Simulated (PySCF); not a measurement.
Al2(mu-Me)2(F)4, C2H6Al2F4, singlet, PBE0/def2-SVP optimised geometry.

```
14

Al    -1.26    -0.02     0.00
Al     1.26    -0.02     0.00
C      0.00    -0.08     1.66
H     -0.85     0.47     2.10
H      0.84     0.49     2.10
H      0.02    -1.09     2.09
F     -2.07     1.44     0.00
F     -2.14    -1.43     0.01
C      0.00    -0.09    -1.66
H      0.86     0.45    -2.11
H     -0.84     0.48    -2.11
H     -0.02    -1.11    -2.08
F      2.07     1.43    -0.01
F      2.14    -1.44     0.00
```

Density from PBE0/def2-TZVP (PySCF) at that geometry.

Minimum of the electron density along straight lines between bonded atoms, close to the bond critical point (lines longer than 1.1 times the sum of covalent radii, or with two minima, are not listed):

| bond | length / Å | ρ at the minimum / e bohr⁻³ | ∇²ρ there / e bohr⁻⁵ | position (fraction from the first atom) |
|---|---|---|---|---|
| Al1–C3 | 2.088 | 0.058 | 0.19 | 0.40 |
| Al2–C3 | 2.085 | 0.058 | 0.19 | 0.40 |
| C3–H4 | 1.108 | 0.258 | -0.80 | 0.64 |
| C3–H5 | 1.108 | 0.258 | -0.81 | 0.64 |
| C3–H6 | 1.100 | 0.268 | -0.89 | 0.65 |
| Al1–F7 | 1.665 | 0.109 | 0.88 | 0.43 |
| Al1–F8 | 1.663 | 0.110 | 0.88 | 0.43 |
| Al1–C9 | 2.085 | 0.058 | 0.19 | 0.40 |
| Al2–C9 | 2.087 | 0.058 | 0.19 | 0.40 |
| C9–H10 | 1.108 | 0.258 | -0.80 | 0.64 |
| C9–H11 | 1.108 | 0.258 | -0.81 | 0.64 |
| C9–H12 | 1.100 | 0.268 | -0.89 | 0.65 |
| Al2–F13 | 1.665 | 0.109 | 0.88 | 0.43 |
| Al2–F14 | 1.663 | 0.110 | 0.88 | 0.43 |
